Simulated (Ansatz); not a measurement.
```yaml
crystal:
  periodic: [false, false, false]
  atoms:
    - {symbol: C, position_ang: [-1.500615, 1.678751, 0.167220]}
    - {symbol: C, position_ang: [-0.121185, 1.407454, 0.752428]}
    - {symbol: Ge, position_ang: [0.638616, -0.309300, 0.165954]}
    - {symbol: C, position_ang: [0.838615, -0.320185, -1.789295]}
    - {symbol: C, position_ang: [1.684127, 0.829448, -2.320004]}
    - {symbol: C, position_ang: [-0.521999, -1.787173, 0.742130]}
    - {symbol: C, position_ang: [-0.769691, -1.815180, 2.244170]}
    - {symbol: H, position_ang: [-2.219018, 0.905664, 0.454153]}
    - {symbol: H, position_ang: [-1.476089, 1.706288, -0.925819]}
    - {symbol: H, position_ang: [-1.904226, 2.637234, 0.506016]}
    - {symbol: H, position_ang: [-0.159279, 1.406047, 1.845662]}
    - {symbol: H, position_ang: [0.578651, 2.201015, 0.474759]}
    - {symbol: H, position_ang: [2.035865, -0.483421, 0.816043]}
    - {symbol: H, position_ang: [1.273963, -1.282306, -2.075442]}
    - {symbol: H, position_ang: [-0.163483, -0.295264, -2.229231]}
    - {symbol: H, position_ang: [1.788200, 0.788386, -3.408121]}
    - {symbol: H, position_ang: [2.691531, 0.814629, -1.894941]}
    - {symbol: H, position_ang: [1.243689, 1.799417, -2.073211]}
    - {symbol: H, position_ang: [-0.061595, -2.722642, 0.410402]}
    - {symbol: H, position_ang: [-1.468169, -1.702508, 0.198085]}
    - {symbol: H, position_ang: [-1.262210, -0.901146, 2.587287]}
    - {symbol: H, position_ang: [-1.406972, -2.655291, 2.535023]}
    - {symbol: H, position_ang: [0.166179, -1.906816, 2.802331]}
basis:
  gaussian: {orbitals: def2-TZVPP, point_charges: [{charge: 1.00, position_ang: [5.249, -0.936, 0.016]}]}
hamiltonian: {xc: {name: r2SCAN0}, pseudopotentials: {relativity: none}}
output: {forces: true}
```

```sh
$ ansatz run in.yaml --threads 4 --pin off --events-out ev --progress --plain --max-ram 46080MiB --backend cuda --devices 0, --max-vram 37GiB
```

Shortened log:

```
Functional definition: r2SCAN0
2425 factors; their error is unknown
mean field evaluation 1: about -62981.8376 eV, gradient 8.8e1 eV
mean field evaluation 2: about -62977.1850 eV, gradient 9.6e1 eV
mean field evaluation 4: about -62999.2459 eV, gradient 3.0e0 eV
mean field evaluation 8: about -62999.2688 eV, gradient 5.7e-2 eV
mean field evaluation 16: about -62999.5026 eV, gradient 1.3e-4 eV
mean field -62999.50261602 eV, -2315.1890185421 hartree, gradient 6.6e-5 eV, S^2 0.000000; 0 other end points of the search recorded, 0 dependent functions left out
reference -62999.50262935 eV, -2315.1890190318 hartree; 42, 42 occupied and 416, 416 virtual orbitals, 2425 factors
Total energy: -62999.50262935 eV, -2315.1890190318 hartree
Atom 0 at    -1.500615     1.678751     0.167220 Å, force    -0.152225    -0.062284    -0.117128 eV/Å
Atom 1 at    -0.121185     1.407454     0.752428 Å, force     0.285517     0.052502     0.142466 eV/Å
Atom 2 at     0.638616    -0.309300     0.165954 Å, force    -0.872397     0.115453    -0.132565 eV/Å
Atom 3 at     0.838615    -0.320185    -1.789295 Å, force     0.125643    -0.109601     0.047207 eV/Å
Atom 4 at     1.684127     0.829448    -2.320004 Å, force    -0.125019     0.079497    -0.167228 eV/Å
Atom 5 at    -0.521999    -1.787173     0.742130 Å, force     0.151720    -0.095477    -0.066796 eV/Å
Atom 6 at    -0.769691    -1.815180     2.244170 Å, force    -0.029263     0.026654     0.164289 eV/Å
Atom 7 at    -2.219018     0.905664     0.454153 Å, force     0.129232     0.140461    -0.042588 eV/Å
Atom 8 at    -1.476089     1.706288    -0.925819 Å, force    -0.010790     0.005935     0.181240 eV/Å
Atom 9 at    -1.904226     2.637234     0.506016 Å, force     0.123060    -0.194781    -0.046423 eV/Å
Atom 10 at    -0.159279     1.406047     1.845662 Å, force     0.008396    -0.001094    -0.176263 eV/Å
Atom 11 at     0.578651     2.201015     0.474759 Å, force    -0.121751    -0.080931     0.052616 eV/Å
Atom 12 at     2.035865    -0.483421     0.816043 Å, force     0.370860    -0.054231    -0.004711 eV/Å
Atom 13 at     1.273963    -1.282306    -2.075442 Å, force    -0.109645     0.111664    -0.031715 eV/Å
Atom 14 at    -0.163483    -0.295264    -2.229231 Å, force     0.199100    -0.005203     0.121751 eV/Å
Atom 15 at     1.788200     0.788386    -3.408121 Å, force     0.007147     0.021040     0.205846 eV/Å
Atom 16 at     2.691531     0.814629    -1.894941 Å, force    -0.035671     0.048489    -0.023641 eV/Å
Atom 17 at     1.243689     1.799417    -2.073211 Å, force     0.124924    -0.185132    -0.031874 eV/Å
Atom 18 at    -0.061595    -2.722642     0.410402 Å, force    -0.110640     0.110096     0.045384 eV/Å
Atom 19 at    -1.468169    -1.702508     0.198085 Å, force     0.202741     0.032509     0.057707 eV/Å
Atom 20 at    -1.262210    -0.901146     2.587287 Å, force     0.085111    -0.169135    -0.067257 eV/Å
Atom 21 at    -1.406972    -2.655291     2.535023 Å, force     0.129764     0.165965    -0.080950 eV/Å
Atom 22 at     0.166179    -1.906816     2.802331 Å, force    -0.155793     0.003731    -0.069578 eV/Å
Dipole moment:    -0.624747     0.089251    -0.076397 e Å
```

Run time 2.7 s (4 threads of an AMD EPYC 7R13 on a shared host and a share of an NVIDIA H100 80 GB); peak host memory 1.1 GiB.
